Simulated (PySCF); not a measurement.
Compound: C₅H₁₀NOS (doublet state).
Atom-mapped SMILES: `[CH2:1]=[C:2]([CH2:3][NH2:4])[S@:5](=[O:6])[CH:7][CH3:8]` (hydrogens: H9, H10 on C1; H11, H12 on C3; H13, H14 on N4; H15 on C7; H16, H17, H18 on C8)

Geometry (GFN2-xTB, Å), atoms numbered from 1 in this order:
```xyz
18
C5H10NOS angstrom
C     -1.7833    0.3754   -0.8668
C     -0.8703    0.0946    0.0420
C     -0.5978    0.8514    1.3130
N     -1.1018    0.1977    2.5037
S      0.1592   -1.4335   -0.1883
O      0.3507   -2.0029    1.1506
C      1.6300   -0.5982   -0.5968
C      1.8030   -0.0550   -1.9578
H     -1.9463   -0.2567   -1.7239
H     -2.4071    1.2531   -0.7952
H      0.4839    0.9699    1.4327
H     -1.0542    1.8457    1.2438
H     -2.0985    0.0267    2.4225
H     -0.6378   -0.6990    2.6199
H      2.4908   -0.8416    0.0040
H      2.3306    0.9004   -1.9207
H      0.8367    0.0968   -2.4346
H      2.4034   -0.7185   -2.5890
```

The hyperfine couplings belong to this conformer and change with its torsions.

Computed with UKS B3LYP, pcH-1 on C H N O S, non-relativistic, mean-field spin-orbit, GIAO in PySCF. One conformer (not necessarily the lowest) at the GFN2-xTB geometry, without solvent, vibrations or thermal averaging. The geometry wasn't refined by DFT: couplings that depend on bond lengths, twists or pyramidal angles can differ widely from those at the functional's own minimum. Stability of the SCF solution: not tested.

Where do the isotropic ENDOR lines of N4, H16/H17/H18, H15, H10, H12, H9 and H11 fall at 332.9 mT, to first order?

For S = 1/2 in fast tumbling each set of equivalent nuclei gives two lines, ν± = |νn ± a/2| to first order, with νn = g_N μN B/h and μN/h = 7.62259 MHz/T.

| nuclei | isotope | g_N | νn (MHz) | a_iso (MHz) | lower line (MHz) | upper line (MHz) |
| --- | --- | --- | --- | --- | --- | --- |
| N4 | 14N | 0.4038 | 1.02 | 0.57 | 0.74 | 1.31 |
| H16/H17/H18 | 1H | 5.5857 | 14.17 | 69.06 | 20.36 | 48.71 |
| H15 | 1H | 5.5857 | 14.17 | -54.56 | 13.11 | 41.46 |
| H10 | 1H | 5.5857 | 14.17 | 6.95 | 10.70 | 17.65 |
| H12 | 1H | 5.5857 | 14.17 | 4.79 | 11.78 | 16.57 |
| H9 | 1H | 5.5857 | 14.17 | 3.23 | 12.56 | 15.79 |
| H11 | 1H | 5.5857 | 14.17 | -0.92 | 13.71 | 14.64 |

Which pairs are centred on the nuclear Larmor frequency, and which on half the coupling?

Centred on νn, since |a| < 2νn: N4, H10, H12, H9 and H11. Centred on |a|/2 and split by 2νn: H16/H17/H18 and H15.

Class means assume fast exchange of nuclei equivalent by connectivity; if that motion is slow, each nucleus keeps its own coupling. The three 1H nuclei of mean +69.1 MHz run from 5.4 to 124.3 MHz in the frozen geometry.

Largest spin populations (Mulliken): C7 (+0.92), C8 (-0.07) and C2 (+0.07). C7 is the only atom above +0.15. The angles at C7 add up to 355.6°, so it is nearly planar; its axial dipolar tensor and the negative coupling of its proton fit spin in a p orbital normal to that plane.

The run took 1.9 min of wall time (grids of density and orbitals included) on Arm Neoverse V2, one thread (shared host), and the process peaked at 1.0 GiB of memory.
